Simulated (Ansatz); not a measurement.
System: GeH3Se, charge 0, doublet. GeH3Se (SMILES [GeH2][SeH], doublet).
B3LYP-D3(BJ)/def2-TZVP minimum from Ansatz (a first-principles code):
```xyz
5

Ge    -1.1211    -0.3032     0.2831
Se     1.0957     0.3016    -0.3314
H     -1.2405    -0.2450     1.8329
H     -1.2534    -1.7750    -0.1927
H      1.1157     1.4675     0.5667
```
Charge 0, spin multiplicity 2.

Total energies in hartree (Ansatz). UHF or UKS for unpaired electrons; spin-orbit terms are left out. Cores are frozen in correlated methods (noble-gas shells, and filled d and f shells in the p block). No relativity. Where a partner has so few electrons that a lower coupled-cluster level is exact, that level stands in.

```tsv
species	HF/cc-pVTZ	CCSD(T)/cc-pVTZ	HF/cc-pVQZ	CCSD(T)/cc-pVQZ	CCSDT(Q)/cc-pVTZ
1: GeH3Se (SMILES [GeH2][SeH], doublet)	-4477.03432	-4477.34050	-4477.04126	-4477.36805	-4477.34235
2: Ge (triplet)	-2075.36107	-2075.42794	-2075.36359	-2075.43284	-2075.42848
3: Se (triplet)	-2399.87209	-2399.99441	-2399.87500	-2400.00700	-2399.99510
4: H (doublet)	-0.49981	-0.49981	-0.49995	-0.49995	-0.49981
```

### Question
Work out the atomisation energy (electronic, to ground-state atoms) in kcal/mol: take Hartree-Fock from cc-pVQZ, extrapolate the CCSD(T) correlation energy as X^-3 (X = 3, 4), and add CCSDT(Q) - CCSD(T) in cc-pVTZ. 1 hartree = 627.51 kcal/mol.

### Answer

Species 1: correlation (64·(-0.32679) - 27·(-0.30618))/37 = -0.34183; step -0.00185; E1 = -4477.04126 + (-0.34183) + (-0.00185) = -4477.38494
Species 2: correlation (64·(-0.06925) - 27·(-0.06687))/37 = -0.07099; step -0.00054; E2 = -2075.36359 + (-0.07099) + (-0.00054) = -2075.43512
Species 3: correlation (64·(-0.13200) - 27·(-0.12232))/37 = -0.13906; step -0.00069; E3 = -2399.87500 + (-0.13906) + (-0.00069) = -2400.01475
Species 4: correlation (64·(0.00000) - 27·(0.00000))/37 = 0.00000; step +0.00000; E4 = -0.49995 + (0.00000) + (+0.00000) = -0.49995
-1·E1 +1·E2 +1·E3 +3·E4 = 0.43522 hartree = 273.1 kcal/mol.
